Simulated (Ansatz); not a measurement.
Total energies of `[CH3][Ga][SiH3]` radical.

```json
{"atom": "C1", "x (Å)": "-0.603", "y (Å)": "-0.111", "z (Å)": "-1.897"}
{"atom": "Ga2", "x (Å)": "-0.926", "y (Å)": "0.604", "z (Å)": "-0.068"}
{"atom": "Si3", "x (Å)": "0.553", "y (Å)": "0.128", "z (Å)": "1.831"}
{"atom": "H4", "x (Å)": "0.380", "y (Å)": "0.226", "z (Å)": "-2.241"}
{"atom": "H5", "x (Å)": "-1.359", "y (Å)": "0.204", "z (Å)": "-2.616"}
{"atom": "H6", "x (Å)": "-0.584", "y (Å)": "-1.204", "z (Å)": "-1.852"}
{"atom": "H7", "x (Å)": "1.042", "y (Å)": "1.421", "z (Å)": "2.389"}
{"atom": "H8", "x (Å)": "1.746", "y (Å)": "-0.727", "z (Å)": "1.557"}
{"atom": "H9", "x (Å)": "-0.247", "y (Å)": "-0.541", "z (Å)": "2.897"}
```

Charge 0, multiplicity 2. Correlated methods include outer-core shells of Ga, which these sets cover unevenly. Scalar relativity is left out up to krypton. The structure was optimised at the PBE0-D4/def2-TZVP level. Basis def2-TZVPP, Ansatz 0.2.0.

RPA on PBE orbitals: Hartree–Fock energy of these orbitals -2253.48004 Eh, correlation -0.91052 Eh (frozen core).

```csv
functional,energy without D4 (Eh),D4 term (kJ/mol)
PBE,-2255.53679,-15.2
PBE0,-2255.61539,-12.9
B3LYP,-2256.12508,-24.8
r2SCANh,-2255.96551,-3.9
r2SCAN0,-2255.94662,-4.3
HSE06 (plane-wave form),-2255.60525,-12.2
BHLYP,-2255.99036,-21.4
LC-ωPBE,-2255.67569,–
ωB97X-V,-2255.80427,–
ωB97M-V,-2255.87699,–
```

Question: Give the same for LDA (SPW92), revPBE, BLYP, r2SCAN, B97M-V, CAM-B3LYP, B2PLYP, PBE-QIDH. (Best estimate.)

Answer: Computed: 
```csv
functional,energy without D4 (Eh),D4 term (kJ/mol)
LDA (SPW92),-2251.43329,–
revPBE,-2255.83452,-41.9
BLYP,-2256.08141,-32.7
r2SCAN,-2255.97895,-3.6
B97M-V,-2255.59854,–
CAM-B3LYP,-2256.13916,-13.4
B2PLYP,-2255.51172,–
PBE-QIDH,-2255.18321,–
```

B3LYP takes the VWN-RPA correlation (the form of Gaussian; ORCA's B3LYP/G). HSE06 is the plane-wave form, built on full-range PBE exchange. The double hybrids freeze the cores in their second-order part.

LC-ωPBE has ω = 0.4 bohr⁻¹.
